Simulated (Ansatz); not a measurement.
Reactions of C$_{2}$H$_{6}$FISi, SMILES `CC[SiH](F)I`.

Computed with Ansatz on PBE0-D4/def2-TZVP structures; ΔE is electronic, products minus reactants. CCSD(T)/CBS is the MP2 limit (def2-TZVPP, def2-QZVPP) plus CCSD(T) − MP2 in def2-TZVPP, frozen cores. DFT in def2-TZVPP. Elements past krypton have def2 core potentials. For Br, I, In, Li outer-core shells are correlated without core-valence functions, which leaves a few kJ/mol of doubt a bond. Scalar relativity is left out up to krypton. One conformer a species, not always the lowest.

```tsv
reaction	CCSD(T)/CBS(def2) (kJ/mol)
`CC[SiH](F)I` + `C=[C]([AlH2])S` → `CC[SiH](F)[AlH2]` + `C=C(S)I`	177
`CC[SiH](F)I` + `[OH][InH][Cl]` → `CC[O][InH][Cl]` + `F[SiH2]I`	?
`CC[SiH](F)I` + `B[SiH2]O` → `B[SiH2]OCC` + `F[SiH2]I`	90
`CC[SiH](F)I` + `C=C[SiH2]N` → `F[SiH2]I` + `C=C[SiH](N)CC`	13
`CC[SiH](F)I` + `[Li][Br]` → `CC[SiH](F)Br` + `[Li][I]`	-11
```

(1) Fill in the missing values. (Estimate.)

Largest T1 diagnostic: 0.015, for `[OH][InH][Cl]`.

## Answers

(1) The calculation gave: `CC[SiH](F)I` + `[OH][InH][Cl]` → `CC[O][InH][Cl]` + `F[SiH2]I`: +93.5 kJ/mol.
